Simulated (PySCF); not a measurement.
**Radial density of Ta⁺ (tantalum, charge +1)**

LC-wPBE, [Xe] 4f14 5d3 6s1, high-spin 5F determinant. Calculation: PySCF 2.14, in ANO-RCC-VTZP (8s7p5d3f2g1h, 104 functions); scalar relativity by spin-free X2C-1e.

```tsv
r (bohr)	4πr²ρ (e/bohr)	4πr²(ρα − ρβ)
0.0193	90.75	-0.0028
0.0325	97.26	-0.0010
0.0547	133.5	0.0316
0.0921	105.0	0.1025
0.155	121.5	0.0706
0.261	67.89	-0.0060
0.438	73.45	0.1656
0.737	30.10	0.0696
1.24	12.13	1.4077
2.09	2.979	1.6929
3.51	0.6026	0.5869
5.90	0.03167	0.0316
9.92	4.224e-05	0.0000
```

Densities and radii are taken from the X2C orbitals without a picture-change correction, which distorts them close to the nucleus.

Spin-orbit coupling, absent here, splits the open shell strongly.

Task: Where is the radial spin density 4πr²(ρα − ρβ) most negative, and why is it negative at all?

Result: Around r = 0.261 bohr, down to -0.0060 e/bohr: exchange with the open shell polarises the paired shells in an unrestricted calculation.
